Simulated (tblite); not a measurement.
Species: C₆H₆N₂O₂.
Z-matrix (Å and degrees, GFN2-xTB geometry), rows numbered from 1:
```
C 
O   1  1.4143
C   2  1.3395  1  119.05
C   3  1.4077  2  125.45  1    -0.22
N   4  1.3130  3  123.11  2  -179.93
N   5  1.2996  4  121.57  3    -0.03
C   6  1.3153  5  119.64  4     0.02
C   7  1.4005  6  123.63  5    -0.02
C   8  1.4709  3  122.45  2    -0.13
O   9  1.2027  8  124.49  3   179.85
H   1  1.0931  2  111.33  3   -61.35
H   1  1.0884  2  105.47  3  -179.95
H   1  1.0931  2  111.36  3    61.44
H   4  1.0799  3  122.16  2     0.07
H   7  1.0805  6  116.74  5  -179.97
H   9  1.1044  8  113.64  3    -0.18
```

Computed with GFN2-xTB (tblite): harmonic, unscaled wavenumbers at the GFN2-xTB geometry, gas phase. The method is semi-empirical: single wavenumbers can be off by several per cent or more. One conformer, not necessarily the lowest.

Harmonic wavenumbers (cm⁻¹): 80.0, 105.4, 136.6, 159.4, 197.3, 241.0, 244.1, 380.1, 385.2, 465.2, 517.4, 595.1, 647.2, 723.9, 811.1, 845.8, 867.5, 902.0, 926.7, 1044.4, 1096.7, 1114.8, 1146.4, 1153.3, 1210.4, 1232.9, 1277.8, 1358.5, 1374.6, 1400.1, 1426.3, 1463.6, 1469.0, 1506.4, 1523.3, 1750.0, 2808.7, 2961.2, 2969.0, 3038.4, 3085.9, 3086.9.

A = 1727, B = 1354, C = 762.8 MHz; mass 138.043 u (most abundant isotopes); point group Cs, symmetry number 1.

Zero-point energy?

½Σν̃ = 24865 cm⁻¹ = 71.09 kcal/mol.

Give the ideal-gas entropy at 273.15 K and 1 bar in the rigid-rotor, harmonic-oscillator model (classical rotation).

Translation 40.27, rotation 29.32, vibration 21.99: S = 91.6 cal/(mol K).

And Cp and H(273.15 K) − H(0)?

Cp = 32.58 cal/(mol K), of which vibrations give 24.63 (their classical limit is 42 R = 83.5); H(273.15 K) − H(0) = 5.54 kcal/mol without the zero-point energy, 3.37 from vibrations.

Blend soft modes into free rotors: weight 1/[1 + (100 cm⁻¹/ν̃)⁴] for the oscillator and the rest for a rotor with moment μB/(μ + B), μ = h/(8π²ν), B = 10⁻⁴⁴ kg m². What vibrational entropy results?

21.23 cal/(mol K) in place of 21.99, which changes −T·S at 273.15 K by +0.21 kcal/mol.

What must be added to the electronic energy to get the Gibbs energy at 273.15 K and 1 bar?

ZPE + [H(273.15 K) − H(0)] − T·S = 71.09 + 5.54 − 25.02 = 51.61 kcal/mol.

Hindered rotation and anharmonicity are outside this model. Other conformers, if any are populated, would add a mixing term that is left out.
